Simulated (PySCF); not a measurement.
**InO⁻: a composite coupled-cluster calculation**

State: ¹Σ⁺, singlet, closed shell. De refers to In + O⁻. RHF-based CCSD(T) in PySCF 2.14 with In aug-cc-pwCVDZ-PP with ECP28, O aug-cc-pVDZ and In aug-cc-pwCVTZ-PP with ECP28, O aug-cc-pVTZ (frozen core orbitals: 5; scalar-relativistic core potentials). Correlation energies are extrapolated as n⁻³ (n = 2, 3), Hartree–Fock as (n+1)·exp(−9√n). CV is the change on freezing 4 orbitals instead, in In cc-pwCVTZ-PP with ECP28, O cc-pwCVTZ.

```json
{"Level": "CCSD(T)/DZ", "Re (Å)": "1.9466", "ωe (cm⁻¹)": "644.5", "ωexe (cm⁻¹)": "3.36", "αe (cm⁻¹)": "0.00224", "De (eV)": "4.332"}
{"Level": "CCSD(T)/TZ", "Re (Å)": "1.9279", "ωe (cm⁻¹)": "665.5", "ωexe (cm⁻¹)": "3.45", "αe (cm⁻¹)": "0.00224", "De (eV)": "4.514"}
{"Level": "HF/CBS", "Re (Å)": "1.8824", "ωe (cm⁻¹)": "773.2", "ωexe (cm⁻¹)": "3.04", "αe (cm⁻¹)": "0.00190", "De (eV)": "2.298"}
{"Level": "MP2/CBS", "Re (Å)": "1.9303", "ωe (cm⁻¹)": "653.4", "ωexe (cm⁻¹)": "n/a", "αe (cm⁻¹)": "0.00221", "De (eV)": "5.111"}
{"Level": "CCSD/CBS", "Re (Å)": "1.9040", "ωe (cm⁻¹)": "714.6", "ωexe (cm⁻¹)": "3.11", "αe (cm⁻¹)": "0.00205", "De (eV)": "4.186"}
{"Level": "CCSD(T)/CBS", "Re (Å)": "1.9237", "ωe (cm⁻¹)": "670.2", "ωexe (cm⁻¹)": "3.45", "αe (cm⁻¹)": "0.00224", "De (eV)": "4.577"}
{"Level": "CCSD(T)/CBS+CV", "Re (Å)": "1.9230", "ωe (cm⁻¹)": "670.6", "ωexe (cm⁻¹)": "3.45", "αe (cm⁻¹)": "0.00225", "De (eV)": "4.579"}
```

Q: How much is left between CCSD(T)/TZ and the basis-set limit, and how much do the triples give at the limit?

A: CCSD(T)/CBS less CCSD(T)/TZ: -4.2 mÅ in Re, +4.7 cm⁻¹ in ωe and +0.063 eV in De. CCSD(T)/CBS less CCSD/CBS: +19.7 mÅ in Re, -44.4 cm⁻¹ in ωe and +0.391 eV in De.

Q: What do the later terms add?

A: CV: -0.7 mÅ in Re, +0.4 cm⁻¹ in ωe and +0.002 eV in De, each against the row above.

The T1 diagnostic is 0.037, large enough to doubt a single reference. The open-shell atoms are computed with UHF. Spin–orbit coupling, excitations beyond (T) and corrections to the Born–Oppenheimer picture are left out, and spin–orbit coupling matters for open p, d or f shells this heavy.

The whole job (state search and all basis sets along the bond) took about 7.7 min on 4 threads of AMD EPYC 9R45 96-Core (shared host), peak memory 6 GiB.
